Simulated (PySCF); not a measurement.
C₂H₂F₃, SMILES FC[C](F)F, multiplicity 2. Geometry optimised at PBE-D3(BJ)/def2-SVP. The isomer is the one that the SMILES or the coordinates give; other isomers of the formula were not compared. The values are those of a single conformer.

Q: Give the equilibrium geometry at PBE-D3(BJ)/def2-SVP (PySCF confirms it by a frequency run) as bond lengths and angles, and its point group. (An estimate is asked for; the answer gives what the named calculation found.)

A: This is not unique; one that fits is point group Cs.
Atoms: F1 C2 C3 F4 F5 H6 H7. Bonds (Å): F1–C2 1.399, C2–C3 1.486, C2–H6 1.111, C2–H7 1.111, C3–F4 1.336, C3–F5 1.336. Bond angles (°): F1–C2–C3 112.5, F1–C2–H6 108.9, F1–C2–H7 108.9, C3–C2–H6 108.7, C3–C2–H7 108.7, H6–C2–H7 109.2, C2–C3–F4 117.2, C2–C3–F5 117.2, F4–C3–F5 111.0.
Charge 0, spin multiplicity 2.
